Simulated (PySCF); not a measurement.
AlBH₄O₄, SMILES O[B](O)[Al]([OH])[OH]. Atoms are numbered in the order given.

```xyz
10

B      0.0000     0.0000     1.2737
O     -1.1999    -0.0254     1.9407
O      1.1999     0.0254     1.9407
Al     0.0000     0.0000    -0.8425
O     -0.0198     1.4870    -1.6882
O      0.0198    -1.4870    -1.6882
H     -1.1256    -0.0238     2.9047
H      1.1256     0.0238     2.9047
H     -0.0216     1.6477    -2.6327
H      0.0216    -1.6477    -2.6327
```
Charge 0, spin multiplicity 1.

Geometry: ωB97X-D3(BJ)/def2-SVP. The structure was generated by enumeration; whether it is a known compound was not checked. One conformer was computed; it need not be the lowest.

Vertical ionisation energy (IE) and electron affinity (EA) in eV. Rows of orbital energies are one-electron estimates. Where ΔSCF, EOM or ADC give a negative EA the extra electron is unbound and the value depends on the basis.

| level | IE | EA |
|---|---|---|
| −ε(HOMO), −ε(LUMO), B3LYP/def2-TZVP (PySCF) | 7.87 | 0.21 |
| −ε(HOMO), −ε(LUMO), PBE/def2-TZVP (PySCF) | … | … |

**Question.** Complete the blanks. (An estimate is asked for; the answer gives what the named calculation found.)

**Answer.** 
- −ε(HOMO), −ε(LUMO), PBE/def2-TZVP (PySCF), IE: 6.82
- −ε(HOMO), −ε(LUMO), PBE/def2-TZVP (PySCF), EA: 0.84
